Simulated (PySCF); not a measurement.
Si(Br)(Me)(OH)2 (CH₅BrO₂Si), SMILES O[Si](C)(Br)O. Atoms are numbered in the order given.

```xyz
10

C      2.1986    -0.0299    -0.5480
Si     0.3776     0.2478    -0.7249
O     -0.3250    -0.6320    -1.9433
O      0.1467     1.8584    -1.0032
Br    -0.6613    -0.3891     1.1844
H      2.6076     0.6069     0.2508
H      2.7084     0.2208    -1.4920
H      2.4102    -1.0810    -0.3015
H     -0.8832    -1.3736    -1.6825
H     -0.7493     2.1430    -1.2211
```
Charge 0, spin multiplicity 1.

The structure is a stationary point at B3LYP-D3(BJ)/def2-SVP. The structure was generated by enumeration, and PubChem lists no compound with its InChIKey, so it may never have been made. The values are those of a single conformer.

Computed with PySCF with SMD-B3LYP/def2-SVP.

Solvation free energies are E(SMD) − E(gas) at the gas-phase geometry, for 1 M in both phases. Bromine has the revised SMD18 radius of 2.60 Å. In vacuum the dipole moment is 1.02 D.

### Question
Estimate the solvation free energies in water, 1-octanol, n-hexane. (Estimate from the structure and the level; the computed values follow.)

### Answer

```tsv
solvent	ΔG(solv) (kcal/mol)	its non-electrostatic (CDS) part	dipole (D)
water	-7.6	2.3	1.31
1-octanol	-8.5	-0.4	1.27
n-hexane	-4.5	-2.8	1.10
```
